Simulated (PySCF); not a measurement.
C2H6MoO2, SMILES [O]=[Mo]([CH3])([CH3])=[O], multiplicity 1. Geometry: PBE-D3(BJ)/def2-SVP. The spin state was assumed, not searched. The structure was generated by enumeration; whether it is a known compound was not checked. The def2 effective core potentials stand for the cores of Mo; spin–orbit coupling is left out.

Method: PBE-D3(BJ)/def2-SVP (PySCF 2.14.0).

Harmonic wavenumbers (cm⁻¹): 91, 99, 150, 180, 203, 233, 329, 490, 546, 589, 600, 622, 631, 993, 1005, 1129, 1141, 1328, 1338, 1346, 1352, 2949, 2951, 3055, 3057, 3074, 3074. Rotational constants (GHz): 3.569, 3.048, 2.848; symmetry number 2.

Work out the zero-point energy and the ideal-gas rigid-rotor harmonic-oscillator thermochemistry at 298.15 K and 1 atm.

ZPE = ½ Σ hcν = ½ × 32552 cm⁻¹ = 194.70 kJ/mol. H − E(el) = 218.73 kJ/mol. Entropy in J/(mol K): translation 171.89, rotation 106.13, vibration 86.64, total 364.65. G − E(el) = 110.01 kJ/mol. Cp = 121.79 J/(mol K). Modes under 150 cm⁻¹ make the vibrational entropy uncertain.
